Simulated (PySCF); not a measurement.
FeF3, SMILES [F][Fe]([F])[F] (connectivity only; charge and spin as stated), neutral, multiplicity 6.

Coordinates come from a PBE-D3(BJ)/def2-SVP optimisation. The spin state was assumed, not searched. The isomer is the one that the SMILES or the coordinates give; other isomers of the formula were not compared.

These are PySCF with PBE-D3(BJ)/def2-SVP values and carry that method's errors.

Frequencies are harmonic and unscaled.

Modes within 1.5 cm⁻¹ of each other (mostly degenerate sets) share a row, with their intensities summed.

Q: Estimate the vibrational spectrum. (Estimate from the structure and the level; the computed values follow.)

A: 
```
mode  ν (cm⁻¹)  IR (km/mol)  moving atoms (share of kinetic energy)
----  --------  -----------  --------------------------------------
1          101         52.8                         Fe 51 %, F 49 %
2–3        146         18.4                         F 83 %, Fe 17 %
4          607          0.0                                 F 100 %
5–6        691        171.6                         F 66 %, Fe 34 %
```
